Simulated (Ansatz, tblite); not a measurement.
Spin states of Si14H22, a nanocrystal with a defect cut from the lattice of silicon (two caps of one atom removed), each relaxed with PBE-D4/def2-SVP in Ansatz. Electronic energies in the gas phase.

The xTB rows come from tblite. B3LYP takes the VWN-RPA correlation. HSE06 is defined as in plane-wave codes, on full-range PBE exchange. Correlated methods freeze 70 core orbitals. The rows differ in basis, and correlated rows in double-zeta sets carry the largest basis error. Single mean-field runs in def2-TZVP are fitted with def2-universal-jkfit.

Singlet geometry (Cs within 0.1 Å):

Cartesian coordinates in Å:
```
Si 2.153 1.186 -3.542
Si -3.814 -2.172 0.138
Si -0.932 -0.481 -1.678
Si -3.154 1.715 0.745
Si 0.515 0.680 1.786
Si 3.611 2.356 -0.053
Si -2.396 -1.037 3.531
Si 1.177 -0.777 -2.682
Si 2.478 2.961 -2.028
Si -1.735 -2.542 -0.889
Si -3.730 -0.390 1.689
Si 2.768 0.501 1.127
Si -0.134 -1.259 2.943
Si -0.957 1.173 0.007
H 3.500 0.818 -4.117
H 1.291 1.678 -4.679
H -4.342 -3.408 0.827
H -4.790 -1.800 -0.951
H -1.891 -0.017 -2.752
H 0.412 1.831 2.763
H 5.045 2.057 -0.418
H 3.614 3.542 0.880
H -2.959 -2.301 4.135
H -2.482 0.050 4.575
H 1.000 -1.744 -3.829
H 2.102 -1.421 -1.684
H 3.328 3.994 -2.729
H 1.160 3.604 -1.693
H -1.902 -3.483 -2.057
H -0.748 -3.151 0.071
H -5.136 -0.294 2.245
H 2.934 -0.752 0.310
H 3.594 0.339 2.382
H 0.095 -2.475 2.086
H 0.708 -1.391 4.188
H -0.382 2.409 -0.647
```

Triplet geometry (Cs within 0.1 Å):

Cartesian coordinates in Å:
```
Si 2.0674 3.8219 -0.0386
Si 1.6702 -3.9152 1.3795
Si 1.9449 -0.0899 0.4571
Si 0.8684 -2.6675 -2.0719
Si -1.7327 -0.1674 -0.9847
Si -1.6285 3.7441 -1.4882
Si -2.0178 -3.9927 -0.0653
Si 1.7213 2.0355 1.4556
Si 0.6808 3.8355 -1.9425
Si 1.5414 -1.6899 2.1399
Si 0.2835 -4.2806 -0.4926
Si -2.3254 1.9504 -0.1314
Si -2.5214 -1.7752 0.5475
Si 0.5673 -0.4474 -1.4231
H 1.8725 5.1244 0.6991
H 3.5024 3.7661 -0.5022
H 1.3308 -4.8605 2.5092
H 3.0908 -4.1850 0.9510
H 3.3724 -0.2496 -0.0102
H -2.4556 -0.3730 -2.2949
H -2.0346 5.0421 -0.8333
H -2.3629 3.6426 -2.8026
H -2.5014 -4.9407 1.0082
H -2.7586 -4.3087 -1.3404
H 2.7477 2.1334 2.5598
H 0.3592 2.1439 2.0880
H 0.9458 5.1226 -2.6873
H 1.0616 2.6970 -2.8526
H 2.5707 -1.4850 3.2253
H 0.1873 -1.4319 2.7470
H 0.5302 -5.6622 -1.0484
H -1.7617 2.0997 1.2567
H -3.8314 1.9948 -0.0210
H -1.9509 -1.4760 1.9090
H -4.0207 -1.6239 0.6416
H 0.9872 0.4686 -2.5433
```

⟨S²⟩: triplet 2.01 at PBE0-D4/def2-TZVP (pure 2.00).

Run but left out: HF/STO-3G, HF/def2-TZVP (singlet: restricted singlet, unstable in another Hartree–Fock run and untested here).

Only these spin states were relaxed.

```tsv
level	triplet − singlet (kcal/mol)	lowest of these	remarks
GFN1-xTB	17.5	singlet	–
r2SCAN-D4/def2-TZVP	4.4	singlet	restricted SCF unstable in HF (singlet)
PBE0-D4/def2-TZVP	6.8	singlet	restricted SCF unstable in HF (singlet)
RPA@PBE/def2-SVP	12.1	singlet	restricted SCF unstable in HF (singlet)
```

Task: Estimate the rows for GFN2-xTB, PBE-D4/def2-TZVP, B3LYP-D4/def2-TZVP, HSE06-D4/def2-TZVP.

Result: 
| level | triplet − singlet (kcal/mol) | lowest of these | remarks |
| --- | --- | --- | --- |
| GFN2-xTB | 26.0 | singlet | – |
| PBE-D4/def2-TZVP | 8.9 | singlet | restricted SCF unstable in HF (singlet) |
| B3LYP-D4/def2-TZVP | 10.7 | singlet | restricted SCF unstable in HF (singlet) |
| HSE06-D4/def2-TZVP | 6.9 | singlet | restricted SCF unstable in HF (singlet) |

The xTB methods have no spin-polarisation term.
